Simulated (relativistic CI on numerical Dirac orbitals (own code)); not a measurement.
## One change at a time: I L

Base calculation: Dirac-Coulomb-Breit CI, KLI orbitals optimised for each configuration, model QED (radiative potential, 1s self-energy scaled to tabulated hydrogen-like ionisation energies), unscaled Slater integrals.

CI space (outside the closed core 1s2): 2s², 2s2p, 2p², 2p3s, 2p3p, 2s3s, 2s3p, 2s3d, 2s4s, 2s4p, 2s4d, 2s4f, 2s5s, 3s², 2s5p, 2s5d, 2s5f, 2s5g, 3s3p, 3p². Levels of other configurations are missing.

Variants: (1) valence Slater integrals scaled by 0.9; (2) configuration mixing switched off; (3) non-relativistic limit. Shifts of the energy above 2s² ¹S0, in eV, for the lowest level and the first level of each name with at least 55 % of one term (blank where a level changes its place among those of its configuration and J or its character, or is not in the variant):

```csv
Level,Base,Δ(1),Δ(2),Δ(3)
2s² ¹S0,0.00,0.00,0.00,0.00
2s2p ³P°0,101.95,+0.37,-9.91,-12.09
2s2p ³P°1,124.48,-1.67,-9.88,-34.61
2p² ³P0,295.18,-3.31,-15.32,-63.77
2s2p ³P°2,438.43,+0.46,-9.93,-348.57
2s2p ¹P°1,501.96,-6.18,-9.84,-329.14
2p² ³P1,603.34,-0.29,-9.92,-371.94
2p² ¹D2,618.87,-2.06,-9.61,
2p² ³P2,948.87,-1.32,-9.72,
2p² ¹S0,997.02,-6.27,-14.05,-675.95
2s3s ³S1,5193.04,-0.90,-8.45,-268.24
2s3s ¹S0,5214.04,-2.80,-6.35,-271.49
2s3p ³P°0,5242.97,-1.49,-9.70,-273.12
2s3p ³P°1,5243.90,-1.59,-8.88,
2p3s ³P°0,5322.83,-1.56,-10.17,-285.74
2s3p ³P°2,5341.84,-1.55,-9.85,-371.99
2p3p ³D1,5348.45,+0.03,-4.52,
2s3d ³D2,5369.47,-1.52,-9.39,-376.62
2s3d ³D1,5371.02,-1.86,-15.29,-378.18
2p3p ³P0,5386.72,-3.87,-12.05,-305.44
2s3d ³D3,5394.03,-1.23,-9.64,-401.18
2s3d ¹D2,5406.80,-2.53,-8.54,-395.35
```

At this charge energies of transitions that change n are usually good to better than 1 %, and those within a shell (Δn = 0) to a few per cent.

Ionisation energy from the two ground configurations alone: base 9196.02 eV. The NIST ASD value (theoretical) is 9196 eV.

LS names give the leading component of a level, which can be under half, so a name can repeat, a term be missing and a line seem to break the LS rules.
